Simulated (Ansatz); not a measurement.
Z-matrix (Å, degrees):
```
C
N 1 1.449
H 1 1.091 2 109.7
H 1 1.093 2 111.0 3 118.3
H 1 1.094 2 112.3 3 -119.8
Si 2 1.672 1 126.7 3 14.6
H 2 1.007 1 115.1 3 -172.3
F 6 1.579 2 107.8 1 -170.7
F 6 1.582 2 114.8 1 71.0
Cl 6 2.026 2 112.1 1 -48.9
```

Total charge 0; spin multiplicity 1.

**Question.** List the r2SCAN/def2-TZVPP orbital energies in eV (Ansatz). (Best estimate.)

**Answer.** Computed: Occupied: -2753.59, -1793.60, -666.54, -666.38, -385.59, -274.22, -255.00, -193.54, -193.41, -193.40, -143.74, -98.66, -98.63, -98.57, -31.94, -31.41, -23.73, -21.80, -17.94, -14.60, -13.30, -12.67, -12.21, -11.96, -11.34, -11.08, -10.92, -10.56, -10.39, -9.62, -8.70, -8.60, -6.58. Lowest empty: 0.30, 1.00, 1.69, 2.08, 2.12, 2.79, 3.20, 3.42.
